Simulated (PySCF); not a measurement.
# Ru⁺: ionisation energy

Ru⁺ [Kr] 4d7 (4F) → Ru²⁺ [Kr] 4d6 (5D), as a difference of total energies. Computed with PySCF 2.14 in aug-cc-pVDZ-PP with ECP28MDF (5s5p4d2f, 54 functions), with scalar relativity through the core potential. Correlated levels: valence: 4s2 4p6 frozen. The calculations carry no spin-orbit coupling.

```csv
method,ionisation energy (eV)
UHF,14.910
LDA,17.181
PBE,16.968
PBE0,16.726
r2SCAN,16.580
B97-3,16.857
BP86,17.143
PW91,17.056
BHandHLYP,16.543
MP2 (valence),16.145
SCS-MP2 (valence),16.229
```

Problem. How much does correlation contribute at MP2 (valence)?

Solution. 16.145 − (14.910) = 1.235 eV, measured against UHF.

The reference lies between the lowest fine-structure levels, while these numbers refer to the centres of the terms.

Errors of the correlated levels include the incompleteness of this basis and the frozen core.

For comparison: 16.76 ± 0.06 eV (semi-empirical (NIST evaluation); NIST Atomic Spectra Database, ionization energies).
